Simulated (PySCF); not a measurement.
C4H6F2.

```xyz
12

C      1.6320     0.7365    -0.2644
C      0.3245     0.6745    -0.0066
C     -0.6166     1.8346    -0.0824
C     -0.3090    -0.6254     0.4050
F     -1.3578    -0.9053    -0.4114
F      0.5544    -1.6579     0.3339
H      2.1037     1.6795    -0.5527
H      2.2626    -0.1519    -0.1961
H     -1.3972     1.6479    -0.8365
H     -0.0873     2.7603    -0.3440
H     -1.1344     1.9921     0.8789
H     -0.7021    -0.5807     1.4389
```

The structure is a stationary point at PBE0-D3(BJ)/def2-SVP. Other conformers were not sampled.

These are PySCF with PBE/pcSseg-1 values and carry that method's errors. Non-relativistic, no solvent.

Computed absolute GIAO shielding of each atom: isotropic value and principal components (ppm):
```csv
atom,σ(iso),σ11,σ22,σ33,span
C1,61.1,-40.7,68.9,155.1,195.8
C2,32.1,-81.6,37.7,140.3,221.8
C3,159.4,147.9,149.5,180.8,33.0
C4,58.1,36.0,61.6,76.7,40.6
F5,295.1,194.7,323.1,367.4,172.7
F6,307.8,213.7,333.6,376.2,162.5
H7,25.9,23.3,25.0,29.3,6.0
H8,25.5,22.9,23.9,29.8,6.9
H9,29.1,24.8,28.3,34.1,9.3
H10,29.4,25.8,28.3,34.2,8.5
H11,29.5,26.1,27.6,34.8,8.8
H12,25.1,22.4,24.8,28.0,5.6
```
